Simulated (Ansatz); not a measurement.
System: sum formula SiH₂F, net charge -1, singlet state. It need not be the lowest isomer of its formula. Whether it binds its extra electron was not tested at this geometry. 
Structure (B3LYP-D3(BJ)/def2-TZVP (Ansatz, a quantum-chemistry and plane-wave program) minimum search):
```
Si
F 1 1.7087
H 1 1.5584 2 97.75
H 1 1.5584 3 91.68 2 -98.06
```
Charge -1, spin multiplicity 1.

Total electronic energies in hartree. Cores are frozen in the correlated levels unless marked. No spin-orbit coupling. No relativistic terms. FCI takes restricted orbitals. CBS(X,Y): correlation extrapolated as X^-3; Hartree-Fock from the larger set.

| level | program | energy (Eh) |
|---|---|---|
| HF/6-31G* | Ansatz | -389.52414 |
| HF/aug-cc-pV(D+d)Z | Ansatz | -389.57722 |
| HF/def2-SVP | Ansatz | -389.37189 |
| r2SCAN/def2-TZVPD | Ansatz | -390.56638 |
| PBE0/def2-SVP | Ansatz | ? |
| PBE0-D3(BJ)/def2-TZVP | Ansatz + dftd3 | ? |
| PBE0/def2-QZVPP | Ansatz | -390.43056 |
| r2SCAN0-D4/def2-TZVPD | Ansatz + dftd4 | -390.54844 |
| r2SCAN0/def2-TZVPD | Ansatz | -390.54784 |
| CAM-B3LYP/def2-TZVPD | Ansatz | ? |
| B2GP-PLYP-D3(BJ)/def2-TZVPD | Ansatz + dftd3 | -390.40431 |
| RPA@PBE/cc-pV(T+d)Z | Ansatz | -390.22514 |
| RPA@PBE/cc-pV(Q+d)Z | Ansatz | -390.30610 |
| RI-MP2/def2-TZVPP | Ansatz | -389.99944 |
| SCS-MP2/aug-cc-pV(D+d)Z | Ansatz | -389.90226 |
| SCS-MP2/def2-TZVPP | Ansatz | -390.00095 |
| SCS-MP2/def2-QZVPP | Ansatz | -390.05644 |
| SCS-MP2/cc-pV(5+d)Z | Ansatz | -390.07444 |
| CCSD/STO-3G | Ansatz | -384.65117 |
| CCSD/def2-SVP | Ansatz | -389.68694 |
| CCSD(T)/cc-pwCVTZ | Ansatz | -390.04025 |
| FCI/STO-3G | Ansatz | -384.65247 |
| CCSD(T)/CBS(aug-cc-pV(T+d)Z,aug-cc-pV(Q+d)Z) | Ansatz | -390.1101 |

**Question.** What belongs in the gaps?

**Answer.** 
- PBE0/def2-SVP, energy (Eh): -390.17187
- PBE0-D3(BJ)/def2-TZVP, energy (Eh): -390.41214
- CAM-B3LYP/def2-TZVPD, energy (Eh): -390.62550
